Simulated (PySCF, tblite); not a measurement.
Isomers of C6H7O2 (doublet state), one GFN2-xTB conformer each. Single-point energies are computed at B3LYP/pcH-1 (PySCF, gas phase, no added dispersion term), electronic only. GFN2-xTB treats the open shell by occupation alone, and not every SCF solution was tested for stability.

Question: Rank them by B3LYP/pcH-1 energy, lowest first (kJ/mol).
A. `[H]/[C:1]=[C:2]1/[CH2:3][CH2:4][C@H:5]1[C:6](=[O:7])[OH:8]` (doublet state) with C4–C5–C6–O7 9°, C5–C6–O8–H -177°
B. `[CH3:1][CH2:2][CH:3][C:4]#[C:5][C:6](=[O:7])[OH:8]` (doublet state) with C1–C2–C3–C4 0°, C5–C6–O8–H 180°
C. `[O:1]=[C:2]1[O:3][CH2:4][C:5]1[CH:6]1[CH2:7][CH2:8]1` (doublet state) with C4–C5–C6–C7 -146°

Answer: B (0.0), C (43.9), A (82.6).

As drawn, the highest has a four-membered ring, which the lowest lacks. GFN2-xTB itself gives, in the same order: 39.8, 0.0, 79.7. GFN2-xTB puts O=C1OC[C]1C1CC1 lowest instead; measured from each level's own lowest isomer, the values differ by up to 43.9 kJ/mol (O=C1OC[C]1C1CC1: 0.0 against 43.9).

What happens when harmonic zero-point energies from GFN2-xTB frequencies are added?

| SMILES | ZPE (kJ/mol) | electronic (kJ/mol) | with ZPE (kJ/mol) |
| --- | --- | --- | --- |
| CC[CH]C#CC(=O)O | 293.9 | 0.0 | 0.0 |
| O=C1OC[C]1C1CC1 | 302.3 | 43.9 | 52.3 |
| [H]/[C]=C1/CC[C@H]1C(=O)O | 296.8 | 82.6 | 85.5 |

The zero-point energies span 8.4 kJ/mol. The order is unchanged.
